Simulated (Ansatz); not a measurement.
Two structures of AlH2F3, singlet, reached by relaxing down either side of one saddle point (PBE0-D4/def2-TZVP). Energies are electronic, without zero-point energy. Ansatz 0.2.0; basis: def2-TZVPP and def2-QZVPP; cores frozen in the correlated methods. Extrapolation: Hartree–Fock as exp(−7.88 √X), correlation as X^−2.97. First:

Al1  (-0.481, -0.383, 0.204)
F2  (-1.559, 0.841, 0.069)
F3  (-0.322, -1.462, -1.014)
F4  (0.204, -0.705, 1.652)
H5  (0.832, 1.140, -0.488)
H6  (1.326, 0.569, -0.423)
(Å)

Second:

```
atom    x (Å)    y (Å)    z (Å)
 Al1   0.2675  -0.5880   0.1141
  F2  -0.9232   1.0522  -0.1160
  F3  -0.5080  -1.5861  -0.9417
  F4   0.0196  -0.8292   1.7242
  H5  -0.4136   1.7700  -0.4209
  H6   1.5575   0.1809  -0.3596
```

Which bonds change from the first to the second?

AlF₃ ([F][Al]([F])[F]) + H₂ → AlHF₂ ([F][AlH][F]) + HF (still joined by a long Al–F bond); bonds formed: Al1–H6, F2–H5; bonds broken: H5–H6; bonds weakened to dative contacts: Al1–F2.

Give the saddle point's structure and its height above each. (An estimate is asked for; the value comes from the calculation.)

By the calculation: 147.3 kJ/mol above the first and 26.6 kJ/mol above the second (CCSD(T) at an estimated basis limit (MP2 extrapolated from triple and quadruple zeta, plus CCSD(T) − MP2 in triple zeta)).
```tsv
atom	x (Å)	y (Å)	z (Å)
Al1	0.0235	-0.5011	0.1377
F2	-0.9106	1.1071	-0.1345
F3	-0.4559	-1.6156	-0.9593
F4	0.0765	-0.8503	1.7347
H5	0.1073	1.2621	-0.3797
H6	1.1591	0.5977	-0.3988
```

T1 diagnostic: at most 0.013.

Labels in which every atom is bracketed show which atoms are joined, not bond orders.

For scale, one of the runs: CCSD(T)/def2-TZVPP, 163 basis functions, launched by `ansatz run in.yaml --threads 2 --pin off --events-out ev --progress --plain --max-ram 4352MiB`. The run took 13 s on 2 CPU threads of an Intel Xeon 6975P-C (shared host), with 1.4 GiB of host memory at its peak.
